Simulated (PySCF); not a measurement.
Several compounds and their computed core spectra got separated.

Method used: delta-SCF UKS SCAN, pcX-2 on the ionised atom, pcseg-1 elsewhere, spin-free X2C in PySCF. Geometries: PBE0-D3(BJ)/def2-SVP; isolated species, one conformer each.

Line lists (1s up to Mg, 2p3/2 beyond, nothing for Ge or Se; areas count atoms within a level, one atom standing for each set equivalent by bonding):
1. B 1s: 195.52 eV; N 1s: 404.67 (area 1), 404.87 (area 1) eV; Si 2p3/2: 107.24 eV
2. C 1s: 289.90 (area 1), 290.30 (area 1) eV; N 1s: 403.95 eV; Si 2p3/2: 106.59 eV
3. C 1s: 290.80 (area 1), 290.82 (area 1), 291.13 (area 1), 293.60 (area 1) eV; O 1s: 538.15 eV
4. C 1s: 290.68 (area 2), 290.76 (area 2), 290.81 (area 2) eV; P 2p3/2: 137.51 eV

Structures:
A. `C=C[SiH2][NH][GeH3]`
B. `BN[SiH2]N`
C. `CCCC=O`
D. `[Se]=[PH]1CCCCCC1`

Problem. Match each list to its structure.

Solution. 
- 1 = B: no other candidate has this set of levels. B 1s: 195.52 three-coordinate boron; N 1s: 404.67 silicon-bound nitrogen, 404.87 silicon-bound nitrogen; Si 2p3/2: 107.24 SiH2 silicon.
- 2 = A: no other candidate has this set of levels. C 1s: 289.90 alkene CH carbon, 290.30 terminal =CH2 carbon; N 1s: 403.95 silicon-bound nitrogen; Si 2p3/2: 106.59 SiH2 silicon.
- 3 = C: no other candidate has this set of levels. C 1s: 290.80 methyl carbon, 290.82 chain CH2 carbon, 291.13 sp3 carbon next to a carbonyl, 293.60 aldehyde carbon; O 1s: 538.15 aldehyde oxygen.
- 4 = D: no other candidate has this set of levels. C 1s: 290.68 sp3 carbon bound to phosphorus (×2), 290.76 ring CH2 carbon (×2), 290.81 ring CH2 carbon (×2); P 2p3/2: 137.51 phosphorus bonded to 2 C, Se and H.

For 2p shells one spin-free hole was relaxed; a mean-field spin–orbit operator and the ground-state splitting of the three 2p orbitals were then diagonalised within the shell. The shell's mean is (2 × 2p3/2 + 2p1/2)/3, and the degeneracies 2j + 1 give areas of 2:1. 2 of these hole states are spin-contaminated (⟨S²⟩ up to 0.90, against 0.75; counted from 0.85) and less certain.
